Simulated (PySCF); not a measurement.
## Excitation energy of Ga²⁺ by level of theory

Ga²⁺ [Ar] 3d10 4s1 (2S) → Ga²⁺ [Ar] 3d9 4s1 4p1 (high-spin determinant), as a difference of total energies. All numbers are calculated (PySCF 2.14, scalar relativity through the core potential, in aug-cc-pV5Z-PP with ECP10MDF (8s7p6d4f3g2h, 136 functions)). The calculations carry no spin-orbit coupling.

```tsv
method	excitation energy (eV)
UHF	21.139
LDA	24.053
PBE	23.437
PBE0	23.116
r2SCAN	22.668
PW91	23.419
M06-L	23.276
BP86	23.383
```

The determinant of the upper state mixes LS terms, which raises its energy above the lowest term, most at the Hartree-Fock and MP2 levels.
